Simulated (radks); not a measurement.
Initial-state core-level shifts of the xenon ion Xe+ when its valence configuration changes from [Kr] 4d10 5s2 5p5. Method: scalar-relativistic Kohn-Sham, PBE, spin-polarised, spherical densities, finite nucleus; open shells are filled with parallel spins first (spin-orbit coupling, left out, can overturn this in heavy ions); Fermi nuclear charge, rms radius 4.7859 fm; computed with a radial shooting solver on a logarithmic mesh with Libxc functionals. Shifts are changes of the shell-averaged eigenvalues in eV (positive: less bound); the change of the density at the nucleus, which sets a Mossbauer isomer shift, is in e/bohr^3, on a base of 2.806e+05.

valence                1s       2s       3p       3d  density at nucleus
4d9.5 5s2 5p5.5    -5.014   -5.327   -5.016   -5.078              +15.15
4d9 5s2 5p6       -10.070  -10.709  -10.066  -10.193              +30.60
4d10 5s1 5p6       -1.407   -1.394   -1.415   -1.415              -88.92
4d10 5s1.5 5p5.5   -0.706   -0.700   -0.710   -0.710              -44.28
